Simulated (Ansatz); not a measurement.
System: sum formula BN3H6 (charge 0, singlet). 
Coordinates optimised at B3LYP-D3(BJ)/def2-TZVP (Ansatz, an electronic-structure program):
SMILES: B(N)(N)N
```xyz
10

B      0.0001     0.0000     0.0000
N      1.4250     0.0680    -0.0780
N     -0.6432    -1.2496     0.2579
N     -0.7832     1.1815    -0.1799
H      1.9304     0.9298    -0.1686
H      2.0168    -0.7414    -0.0475
H     -0.1412    -2.0988     0.4402
H     -1.6370    -1.3760     0.2065
H     -0.3870     2.0736    -0.4112
H     -1.7730     1.2132    -0.0198
```
Charge 0, spin multiplicity 1.

Basis-set convergence of Hartree-Fock and CCSD(T) correlation energies (hartree) with Ansatz. Valence correlation only, unless marked. Spin-orbit coupling is left out. No relativistic terms.

| basis | functions | E(HF) | E(corr, CCSD(T)) | rough core time |
|---|---|---|---|---|
| aug-cc-pVDZ | 146 | -191.68863 | -0.68469 | 22 s |
| aug-cc-pVTZ | 322 | ? | ? | 5 min |

**Question.** What belongs in the gaps?

**Answer.** 
- aug-cc-pVTZ, E(HF): -191.73699
- aug-cc-pVTZ, E(corr, CCSD(T)): -0.81423
